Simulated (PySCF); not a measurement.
Sn(H)(Cl)2(Me) (CH4Cl2Sn), SMILES [CH3][SnH]([Cl])[Cl].

Geometry: r2SCAN-D4/def2-SVP. The structure was generated by enumeration; whether it is a known compound was not checked. The def2 effective core potentials stand for the cores of Sn; spin–orbit coupling is left out.

Computed with r2SCAN-D4/def2-SVP (PySCF).

Frequencies are harmonic and unscaled.

Question: Estimate the vibrational spectrum. (The exact figures need the calculation; the answer reports its results.)

Answer: 
| mode | ν (cm⁻¹) | IR (km/mol) | moving atoms (share of kinetic energy) |
|---|---|---|---|
| 1 | 28 | 0.0 | H 99 % |
| 2 | 111 | 4.3 | Cl 78 %, Sn 14 % |
| 3 | 119 | 0.6 | C 46 %, H 25 %, Cl 22 % |
| 4 | 131 | 6.4 | Cl 30 %, Sn 28 %, C 27 %, H 16 % |
| 5 | 367 | 32.8 | Cl 82 %, Sn 17 % |
| 6 | 377 | 65.1 | Cl 73 %, Sn 27 % |
| 7 | 529 | 82.1 | H 76 %, C 15 % |
| 8 | 535 | 0.4 | C 55 %, H 38 % |
| 9 | 577 | 48.4 | H 98 % |
| 10 | 767 | 59.0 | H 82 %, C 17 % |
| 11 | 780 | 54.5 | H 83 %, C 16 % |
| 12 | 1200 | 0.5 | H 82 %, C 18 % |
| 13 | 1420 | 3.6 | H 95 % |
| 14 | 1424 | 3.5 | H 95 % |
| 15 | 1937 | 132.8 | H 99 % |
| 16 | 3058 | 0.7 | H 98 % |
| 17 | 3187 | 0.0 | H 90 %, C 10 % |
| 18 | 3192 | 0.3 | H 90 %, C 10 % |
